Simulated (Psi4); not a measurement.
silicon atom (Si), triplet. Base run: Psi4 with MP2/6-31G*.

Here is a job for Psi4.
```
memory 2 GB

molecule {
0 3
Si    0.00000000    0.00000000    0.00000000
}

set {
  basis 6-31g*
  reference uhf
  freeze_core true
}

energy('mp2')
print_variables()
```

Each row names what was changed in the base input (with any setting that the change needs).

| change | basis functions | E (Eh) | MP2 correlation (Eh) |
|---|---|---|---|
| base | 19 | -288.87206 | -0.04028 |
| basis = STO-3G | 9 | -285.47377 | -0.00730 |
| basis = 6-31G | 13 | -288.84298 | -0.01455 |
| basis = def2-SVP | 18 | -288.79662 | -0.04349 |
| basis = cc-pV(D+d)Z | 23 | -288.89570 | -0.04548 |
| basis = aug-pcseg-1 | 27 | -288.86545 | -0.04333 |
| basis = aug-cc-pVDZ | 27 | -288.89747 | -0.04654 |
| basis = pcseg-2 | 34 | -288.89767 | -0.04955 |
| basis = 6-311+G(2d,p) | 35 | -288.90089 | -0.04894 |
| basis = def2-TZVP | 37 | -288.90570 | -0.05490 |
| basis = cc-pV(T+d)Z | 39 | -288.91261 | -0.05612 |
| basis = def2-QZVPP | 70 | -288.91898 | -0.06025 |
| basis = def2-QZVP | 70 | -288.91898 | -0.06025 |

Totals compare only among sets that treat the same electrons; sets with core potentials leave the core out.

Open shells are given as the SCF converged; they aren't shown to be the lowest states, and a large step between rows can be another state.
